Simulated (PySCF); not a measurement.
C₆ coefficients of unlike pairs at MN15

Calculated with PySCF 2.14 from the dipole response of each species, C₆(A,B) = (3/π) ∫ α_A(iu) α_B(iu) du, in atomic units, from isotropic polarisabilities. For ions this is the dispersion term alone; charge-induced terms of lower order in 1/R come first.

```csv
species,configuration,basis,relativity,α (bohr³),C₆ (like pair)
Kr(3+),[Ar] 3d10 4s2 4p3 (4S),aug-cc-pwCVTZ-PP with ECP10MDF (8s7p6d4f1g),core potential,5.508,21.38
C,[He] 2s2 2p2 (3P),aug-cc-pVTZ-DK (5s4p3d2f),spin-free X2C,12.63,50.22
Kr(2+),[Ar] 3d10 4s2 4p4 (3P),"x2c-QZVPPall with one added diffuse shell each of s, p, d, f type (12s9p6d5f1g)",spin-free X2C,7.284,35.02
Cl+,[Ne] 3s2 3p4 (3P),dyall-av3z (19s12p3d2f),none,8.528,39.19
```

Problem. Estimate C₆ for Cl+ with C.

Solution. The integral gives 43.19. The combination rule 2 C_A C_B / (C_A α_B/α_A + C_B α_A/α_B) gives 42.81 and the geometric mean 44.37.

No spin-orbit coupling is included.

The other pairs:

```json
{"pair": "Kr(2+), Kr(3+)", "C₆": "27.35"}
{"pair": "Cl+, Kr(3+)", "C₆": "28.64"}
{"pair": "Kr(2+), C", "C₆": "39.71"}
{"pair": "C, Kr(3+)", "C₆": "30.70"}
{"pair": "Cl+, Kr(2+)", "C₆": "36.81"}
```
